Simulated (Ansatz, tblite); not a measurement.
Cost and result up the ladder for GaH2(CCH) (C2H3Ga) (6 atoms). Charge 0, multiplicity 1. Geometry: PBE-D4/def2-TZVP.

```xyz
6

Ga   -1.062    0.052   -0.750
H    -2.316    0.813   -0.195
H    -1.010   -0.648   -2.152
C     0.507   -0.026    0.357
C     1.503   -0.074    1.061
H     2.379   -0.116    1.680
```

Ansatz on 4 threads of Arm Neoverse V1 on a shared host; xTB runs through tblite on one thread. Times are rough, summed over both states, and most runs start from the orbitals of an earlier one. PBE0-D4/def2-TZVP serves as the yardstick here, not as an exact answer. The other state is a triplet.

The xTB rows come from tblite.

xTB has no spin-polarisation term.

```
                            level  functions  vertical triplet (eV)  difference from PBE0-D4/def2-TZVP (eV)
                         GFN1-xTB         23                   5.67                                    1.40
r2SCAN-D4/def2-TZVP (with forces)        128                   3.96                                   -0.31
                PBE0-D4/def2-TZVP        128                   4.27                                    0.00
                 PBE-D4/def2-TZVP        128                   3.93                                   -0.34
```

Problem. Estimate how long each takes.

Solution. GFN1-xTB 0.006 s; PBE-D4/def2-TZVP 2.7 s; PBE0-D4/def2-TZVP 6 s; r2SCAN-D4/def2-TZVP (with forces) 9.7 s. On shared hardware such times vary by a factor of up to 3.
